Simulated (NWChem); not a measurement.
System: BH3O; SMILES BO

The following NWChem deck was run.

```
start job
memory heap 200 mb stack 900 mb global 1100 mb
geometry units angstroms noautosym nocenter noautoz
  B      0.017697     0.699258     0.000000
  H      1.049642     1.304151     0.000000
  H     -1.052382     1.246493     0.000000
  O      0.101441    -0.645704     0.000000
  H     -0.754031    -1.082859     0.000000
end
basis spherical
  * library 6-31+g*
end
dft
  xc b3lyp
  iterations 150
end
property
  response 1 0.0
end
task dft property
```

Geometry: optimised at PBE0-D3(BJ)/def2-TZVP.

Static field.

**Question.** Predict the main results of this run. (B3LYP/6-31+G* (spherical d).) Quantities: isotropic polarisability (bohr³); anisotropy (bohr³).

**Answer.** 
```json
{
  "isotropic polarisability (bohr³)": "18.2",
  "anisotropy (bohr³)": "9.1"
}
```
